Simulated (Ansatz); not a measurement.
ZnF₂⁺, relaxed as a doublet with UKS B3LYP-D4/def2-TZVP in Ansatz, starting from the GFN1-xTB geometry. Force threshold 0.02 eV/Å.

The structure comes from a short search, and lower isomers may exist.

Start:

Cartesian coordinates in Å:
```
Zn -0.2727 0.2297 -0.0212
F -0.3598 -0.5706 1.4591
F 0.6325 0.3410 -1.4379
```

(1) Estimate the energy that the relaxation releases and the steps that it takes.

(2) Does the start keep its bonding and symmetry?

(3) Predict the relaxed structure.

## Answers

(1) 34.6 kJ/mol, in 5 steps; 8.5 s on 2 threads of Arm Neoverse V2 on a shared host. No frequencies were taken in this run, so the end may be a saddle point.

(2) By distances, no bond broke or formed. The bond that changes most is Zn1–F3, from 1.68 to 1.78 Å (atoms count from 1). Point group C2v at the start, D∞h at the end, both within 0.05 Å.

(3) 
```xyz
3

Zn    0.000    0.000    0.000
F    -0.552   -0.508    1.613
F     0.553    0.507   -1.613
```
Bond lengths: 2 × F–Zn 1.78 Å.
